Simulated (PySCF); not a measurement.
**Electron correlation in Be (beryllium, neutral)**

[He] 2p2, high-spin 3P determinant (an excited configuration). Computed with PySCF 2.14 in aug-cc-pVTZ-DK (5s4p3d2f, 46 functions), with the spin-free X2C one-electron Hamiltonian (Gaussian nucleus). Frozen: 1s2; 2 electrons correlated.

With two correlated electrons CCSD is exact within the correlated space (frozen core and kept virtual orbitals).

| level | correlation energy (mhartree) |
| --- | --- |
| CCSD | -9.14 |

Diagnostics: T1 = 0.0028, D1 = 0.0039, largest double amplitude 0.061.

Cost of the coupled-cluster step: of the order of 0.5 core-seconds, for 2 correlated electrons.

Iterations:

```
CC2 = 0
CCSD nocc = (np.int64(2), np.int64(0)), nmo = (45, 45)
frozen orbitals [[0], [0]]
max_cycle = 100
direct = 0
conv_tol = 1e-08
conv_tol_normt = 1e-06
diis_space = 8
diis_start_cycle = 0
Init t2, MP2 energy = -0.00604427349422884
Init E_corr(UCCSD) = -0.00604427349437358
cycle = 1  E_corr(UCCSD) = -0.00797157931583027  dE = -0.00192730582  norm(t1,t2) = 0.0258721
cycle = 2  E_corr(UCCSD) = -0.00866562185829299  dE = -0.000694042542  norm(t1,t2) = 0.0107374
cycle = 3  E_corr(UCCSD) = -0.00914027036993646  dE = -0.000474648512  norm(t1,t2) = 0.00481571
cycle = 4  E_corr(UCCSD) = -0.0091353036187119  dE = 4.96675122e-06  norm(t1,t2) = 0.000785641
cycle = 5  E_corr(UCCSD) = -0.00913673215290532  dE = -1.42853419e-06  norm(t1,t2) = 0.0001042
cycle = 6  E_corr(UCCSD) = -0.00913617573306775  dE = 5.56419838e-07  norm(t1,t2) = 1.58248e-05
cycle = 7  E_corr(UCCSD) = -0.00913639877411761  dE = -2.2304105e-07  norm(t1,t2) = 3.06934e-06
cycle = 8  E_corr(UCCSD) = -0.00913639339471636  dE = 5.37940125e-09  norm(t1,t2) = 1.26573e-06
cycle = 9  E_corr(UCCSD) = -0.00913635428132487  dE = 3.91133915e-08  norm(t1,t2) = 1.55028e-06
cycle = 10  E_corr(UCCSD) = -0.00913635615312549  dE = -1.87180063e-09  norm(t1,t2) = 5.5693e-08
UCCSD converged
E(UCCSD) = -14.34747973712343  E_corr = -0.009136356153125495
```
